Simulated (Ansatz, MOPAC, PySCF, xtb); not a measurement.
Pair of molecules: CH4 (SMILES C) (first 5 atoms) with C3H6 (SMILES C=CC); geometry from B3LYP-D3(BJ)/def2-TZVP, rigid monomers moved along the line of their centres of mass till H5···C7 is 2.75 Å.
(charge 0, multiplicity 1):
```xyz
14

C     -0.15336     0.00770     0.50165
H     -1.19014    -0.28098     0.67118
H      0.23126    -0.51925    -0.37071
H     -0.10187     1.08185     0.32643
H      0.44208    -0.24752     1.37655
C      0.87089    -1.01093     4.01676
C      0.48424     0.25664     4.08304
C     -0.89077     0.75524     3.77265
H      0.18475    -1.79755     3.72267
H      1.88430    -1.30891     4.25291
H      1.20904     1.00993     4.38123
H     -0.86787     1.48124     2.95513
H     -1.55533    -0.06017     3.48482
H     -1.32609     1.26636     4.63609
```

Counterpoise-corrected where a basis set is named; no monomer relaxation. Rows marked so take none.

Rows in 3-21G carry no dispersion term and start afresh at each structure. The state that AM1 reach isn't checked.

The values were computed with Ansatz (Gaussian orbitals); MOPAC for AM1 (differences of heats of formation); PySCF for 3-21G rows; xtb for the GFN methods. Each number belongs to the level named beside it.

Q: One of these levels gives 3.4 kJ/mol for the interaction energy. Name it.
A) AM1
B) HF/aug-cc-pVDZ
C) GFN2-xTB
D) HF/3-21G (no counterpoise)

A: D, HF/3-21G (no counterpoise). The others give 0.7 (AM1), -2.8 (GFN2-xTB), 9.2 (HF/aug-cc-pVDZ)

Ansatz is a program for electronic structure.
